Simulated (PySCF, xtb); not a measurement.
C2H7ClSi2, SMILES C([SiH2][SiH2]Cl)=C. One conformer was computed; it need not be the lowest.

Harmonic wavenumbers (cm⁻¹) from GFN2-xTB in xtb at its own minimum, in rising order: 20, 45, 91, 140, 279, 348, 408, 453, 481, 514, 577, 582, 647, 701, 726, 790, 818, 917, 1004, 1027, 1275, 1421, 1665, 2174, 2195, 2208, 2232, 3021, 3072, 3100.

### Question
What does TPSSh-D3(BJ)/def2-SVP (PySCF) give at its own minimum? (An estimate is asked for; the answer gives what the named calculation found.)

### Answer
40, 51, 97, 170, 261, 358, 415, 513, 537, 567, 659, 703, 744, 761, 858, 931, 952, 986, 1016, 1042, 1283, 1430, 1660, 2240, 2248, 2249, 2259, 3117, 3130, 3211. Paired by order, the mean absolute difference is 53 cm⁻¹ and the zero-point energies are 47.1 and 49.3 kcal/mol.
